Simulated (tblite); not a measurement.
Species: C₆H₁₁F₃.
SMILES with atom numbers: `[CH3:1][CH2:2][C@@H:3]([CH3:4])[C@@H:5]([F:6])[CH:7]([F:8])[F:9]` (hydrogens: H10, H11, H12 on C1; H13, H14 on C2; H15 on C3; H16, H17, H18 on C4; H19 on C5; H20 on C7)

Computed with GFN2-xTB (tblite), gas phase: L-BFGS steps from a force-field or distance-geometry start until the largest atomic force falls under 0.01 eV/Å.

Step 11: E = -888.8745 eV
```
atom  x, y, z in Å  |  force x, y, z in eV/Å
C1     -2.2137    0.2351    0.8317   -0.015  -0.003  -0.002
C2     -0.8796    0.6828    0.2454    0.001  -0.002   0.012
C3      0.0713   -0.4846   -0.0474    0.016  -0.003   0.000
C4     -0.5264   -1.4701   -1.0502   -0.002  -0.008  -0.002
C5      1.4112    0.0187   -0.6050    0.001  -0.010  -0.004
F6      1.2085    0.7403   -1.7610   -0.033   0.003   0.024
C7      2.1966    0.9264    0.3497   -0.024  -0.018  -0.033
F8      2.3016    0.3482    1.5689   -0.009   0.036  -0.024
F9      3.4590    1.0949   -0.1049    0.002  -0.016   0.061
H10    -2.8012   -0.3193    0.1068    0.002  -0.022  -0.022
H11    -2.7936    1.1032    1.1335    0.004   0.026   0.013
H12    -2.0569   -0.3913    1.7067    0.013  -0.005   0.004
H13    -0.4023    1.3515    0.9642   -0.009   0.028  -0.008
H14    -1.0542    1.2381   -0.6785    0.008   0.008   0.020
H15     0.2924   -1.0105    0.8871    0.005  -0.001   0.004
H16    -0.8079   -0.9495   -1.9619    0.011   0.001  -0.020
H17    -1.4053   -1.9531   -0.6375   -0.014  -0.004   0.019
H18     0.1974   -2.2418   -1.3008   -0.001  -0.018  -0.009
H19     2.0528   -0.8307   -0.8759    0.018   0.024  -0.024
H20     1.7453    1.9224    0.4669    0.027  -0.017  -0.009
```

Step 12: E = -888.8751 eV
```
atom  x, y, z in Å  |  force x, y, z in eV/Å
C1     -2.2122    0.2347    0.8315   -0.036  -0.001   0.002
C2     -0.8791    0.6831    0.2458    0.027  -0.012   0.010
C3      0.0713   -0.4848   -0.0465    0.033  -0.007  -0.007
C4     -0.5255   -1.4700   -1.0497   -0.015  -0.021   0.003
C5      1.4098    0.0186   -0.6057    0.019   0.004  -0.008
F6      1.2050    0.7433   -1.7593   -0.033   0.001   0.013
C7      2.1953    0.9254    0.3488   -0.005  -0.008  -0.009
F8      2.2973    0.3505    1.5699   -0.013   0.025  -0.021
F9      3.4597    1.0913   -0.1018   -0.010  -0.015   0.054
H10    -2.7997   -0.3189    0.1064   -0.001  -0.031  -0.030
H11    -2.7925    1.1022    1.1327   -0.005   0.039   0.022
H12    -2.0565   -0.3919    1.7064    0.019  -0.006   0.006
H13    -0.4014    1.3525    0.9636   -0.012   0.024  -0.006
H14    -1.0522    1.2370   -0.6790   -0.002   0.014   0.017
H15     0.2949   -1.0103    0.8873   -0.004  -0.005   0.013
H16    -0.8074   -0.9481   -1.9602    0.019  -0.002  -0.034
H17    -1.4051   -1.9521   -0.6381   -0.028  -0.011   0.029
H18     0.1967   -2.2439   -1.2995   -0.001   0.000  -0.012
H19     2.0516   -0.8296   -0.8796    0.017   0.021  -0.025
H20     1.7447    1.9219    0.4644    0.030  -0.010  -0.017
```

Problem. Estimate the geometry and energy of step 13. (The exact step hangs on the optimiser's Hessian estimate; all steps are aligned on step 12, rigid shifts and turns removed.)

Solution. E = -888.8757 eV, largest force 0.048 eV/Å
```
atom  x, y, z in Å  |  force x, y, z in eV/Å
C1     -2.2108    0.2342    0.8314   -0.044   0.002   0.004
C2     -0.8782    0.6831    0.2464    0.042  -0.019   0.006
C3      0.0719   -0.4853   -0.0456    0.036  -0.014  -0.011
C4     -0.5247   -1.4703   -1.0490   -0.026  -0.028   0.007
C5      1.4085    0.0185   -0.6067    0.031   0.015  -0.013
F6      1.2000    0.7472   -1.7570   -0.030   0.001  -0.005
C7      2.1936    0.9241    0.3477    0.021   0.008   0.021
F8      2.2916    0.3538    1.5708   -0.021   0.004  -0.005
F9      3.4605    1.0865   -0.0969   -0.010  -0.012   0.034
H10    -2.7978   -0.3191    0.1055   -0.001  -0.031  -0.027
H11    -2.7911    1.1017    1.1322   -0.010   0.040   0.025
H12    -2.0557   -0.3928    1.7062    0.019  -0.003   0.002
H13    -0.4006    1.3542    0.9629   -0.014   0.014  -0.002
H14    -1.0496    1.2359   -0.6791   -0.013   0.017   0.013
H15     0.2980   -1.0101    0.8878   -0.012  -0.011   0.020
H16    -0.8062   -0.9466   -1.9586    0.025  -0.011  -0.038
H17    -1.4052   -1.9511   -0.6384   -0.033  -0.013   0.033
H18     0.1958   -2.2466   -1.2981   -0.004   0.019  -0.013
H19     2.0504   -0.8278   -0.8847    0.018   0.014  -0.026
H20     1.7445    1.9210    0.4609    0.026   0.008  -0.026
```

The energy changes by -0.0006 eV. The first-order estimate −F·Δx gives -0.0008 eV and the mean of the old and new forces, exact on a quadratic surface, -0.0006 eV. The step makes an angle of 69° with the force vector and moves no atom by more than 0.007 Å.

What follows is the cost of the whole relaxation. Time: 0.8 s wall. Hardware: Intel Xeon at 2.70 GHz, one thread, shared host.
